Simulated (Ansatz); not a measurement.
Energy difference R1 → P1 + 0.5 P2, each structure at its B3LYP-D3(BJ)/def2-TZVP stationary point, reached from a drawn start (curvature not checked).
R1, C3H9Ga (SMILES [CH3][Ga]([CH3])[CH3]) (charge 0, multiplicity 1):
| atom | x (Å) | y (Å) | z (Å) |
|---|---|---|---|
| Ga | -0.0007 | -0.0006 | -0.0006 |
| C | -0.2813 | 1.9654 | 0.1054 |
| C | 1.8282 | -0.7545 | 0.2045 |
| C | -1.5475 | -1.2117 | -0.3107 |
| H | 0.2794 | 2.4658 | -0.6885 |
| H | 0.1024 | 2.3506 | 1.0536 |
| H | -1.3307 | 2.2460 | 0.0160 |
| H | 2.5986 | 0.0158 | 0.2379 |
| H | 2.0540 | -1.4419 | -0.6140 |
| H | 1.8845 | -1.3348 | 1.1297 |
| H | -1.9844 | -1.0096 | -1.2925 |
| H | -1.2716 | -2.2654 | -0.2688 |
| H | -2.3308 | -1.0254 | 0.4279 |
P1: C2H6Ga (SMILES [CH3][Ga][CH3]), charge 0, multiplicity 2.
P2, C2H6 (SMILES CC) (charge 0, multiplicity 1):
```xyz
8

C      0.000     0.000     0.763
C      0.000     0.000    -0.763
H      0.000     1.017     1.160
H     -0.881    -0.509     1.160
H      0.881    -0.509     1.160
H      0.000    -1.017    -1.160
H     -0.881     0.509    -1.160
H      0.881     0.509    -1.160
```

P less R. No zero-point or thermal terms; singlets are restricted closed shells; open shells are unrestricted; no spin–orbit coupling.

Cores are frozen in the correlated methods. In cc and def2 sets filled d and f shells under p-block atoms count as core.

Programs: Ansatz (a program for electronic structure) with Gaussian orbitals. All values are computed, each at the level named.

Total energies in hartree:

| structure | PBE/def2-TZVPPD | r2SCAN/def2-TZVPPD | CCSD(T)/aug-cc-pVTZ |
|---|---|---|---|
| R1 | -2044.170470 | -2044.553942 | -2042.883398 |
| P1 | -2004.260237 | -2004.608092 | -2002.996690 |
| P2 | -79.732817 | -79.800280 | -79.679938 |

Task: Work out the reaction energy at each level in eV (1 hartree = 27.21139 eV), and say how far PBE/def2-TZVPPD lies from CCSD(T)/aug-cc-pVTZ.

Result: 
- PBE/def2-TZVPPD: (-2004.260237) + 0.5 × (-79.732817) − (-2044.170470) = 0.043825 hartree = 1.193 eV
- r2SCAN/def2-TZVPPD: (-2004.608092) + 0.5 × (-79.800280) − (-2044.553942) = 0.045710 hartree = 1.244 eV
- CCSD(T)/aug-cc-pVTZ: (-2002.996690) + 0.5 × (-79.679938) − (-2042.883398) = 0.046739 hartree = 1.272 eV
PBE/def2-TZVPPD less CCSD(T)/aug-cc-pVTZ: -0.079 eV. CCSD(T)/aug-cc-pVTZ is the level counted from, the highest shown, and no exact or measured value.
